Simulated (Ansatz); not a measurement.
Computed with Ansatz on PBE0-D4/def2-TZVP structures; ΔE is electronic, products minus reactants. CCSD(T)/CBS adds triple-zeta CCSD(T) − MP2 to the extrapolated MP2 energy (def2 sets, frozen cores). This one scheme is used for every species. DFT in def2-TZVPP. B3LYP here is the variant with VWN-RPA as its local correlation; programs differ in this. Each species was taken in one conformer, which may not be the lowest.

Consider the redistribution: `CNB(C)O` + `CO[SiH](O)Cl` → `CB(O)O` + `CN[SiH](Cl)OC`.

`CNB(C)O`:

Z-matrix (Å, degrees):
```
C
N 1 1.440
H 1 1.095 2 112.1
H 1 1.095 2 112.1 3 121.7
H 1 1.092 2 110.7 3 -119.1
B 2 1.411 1 128.9 3 119.4
H 2 1.006 1 114.0 3 -60.7
O 6 1.377 2 122.5 1 -0.1
C 6 1.574 2 120.7 1 179.9
H 8 0.959 6 114.4 2 0.1
H 9 1.094 6 110.5 2 122.7
H 9 1.093 6 113.7 2 1.2
H 9 1.094 6 110.4 2 -120.1
```

`CO[SiH](O)Cl`:

Z-matrix (Å, degrees):
```
C
O 1 1.411
H 1 1.095 2 111.2
H 1 1.094 2 111.2 3 121.5
H 1 1.090 2 107.9 3 -119.1
Si 2 1.623 1 126.5 3 -65.0
Cl 6 2.059 2 108.1 1 -50.2
O 6 1.621 2 109.2 1 -171.5
H 6 1.472 2 113.4 1 69.1
H 8 0.959 6 118.6 2 55.2
```

`CB(O)O`:

Cartesian coordinates in Å:
```
C -0.662 0.900 -0.543
B 0.167 -0.249 0.124
O -0.458 -1.063 1.031
O 1.489 -0.380 -0.211
H -1.720 0.644 -0.625
H -0.599 1.801 0.077
H -0.276 1.163 -1.529
H 0.095 -1.736 1.434
H 1.964 -1.080 0.242
```

`CN[SiH](Cl)OC`:

Z-matrix (Å, degrees):
```
C
N 1 1.447
H 1 1.093 2 111.0
H 1 1.096 2 113.1 3 122.1
H 1 1.093 2 109.6 3 -118.1
Si 2 1.688 1 124.0 3 144.4
H 2 1.008 1 114.5 3 -57.5
O 6 1.625 2 106.3 1 -168.1
Cl 6 2.077 2 114.6 1 73.1
H 6 1.479 2 109.6 1 -43.5
C 8 1.410 6 126.6 2 -166.3
H 11 1.095 8 111.1 6 -68.7
H 11 1.094 8 111.4 6 52.7
H 11 1.091 8 107.9 6 172.3
```

```
             level  ΔE (kJ/mol)  difference from CCSD(T)/CBS
            PBE-D4         27.8                         -1.8
         r2SCAN-D4         29.7                          0.1
           PBE0-D4         28.0                         -1.6
          B3LYP-D4         27.9                         -1.7
           ωB97X-V         27.9                         -1.7
           ωB97M-V         28.0                         -1.6
            B2PLYP         29.7                          0.1
               PBE         28.9                         -0.7
            r2SCAN         30.1                          0.5
              PBE0         29.0                         -0.6
             B3LYP         29.7                          0.1
     HF/def2-TZVPP         27.4                         -2.2
    MP2/def2-TZVPP         29.4                         -0.2
SCS-MP2/def2-TZVPP         29.0                         -0.6
   CCSD/def2-TZVPP         28.9                         -0.7
CCSD(T)/def2-TZVPP         29.1                         -0.5
     HF/def2-QZVPP         27.7                         -1.9
    MP2/def2-QZVPP         29.8                          0.2
SCS-MP2/def2-QZVPP         29.3                         -0.3
      HF/CBS(def2)         27.7                         -1.9
     MP2/CBS(def2)         29.9                          0.3
    CCSD/CBS(def2)         29.4                         -0.2
       CCSD(T)/CBS         29.6                            0
```

Largest T1 diagnostic among the species: 0.012.
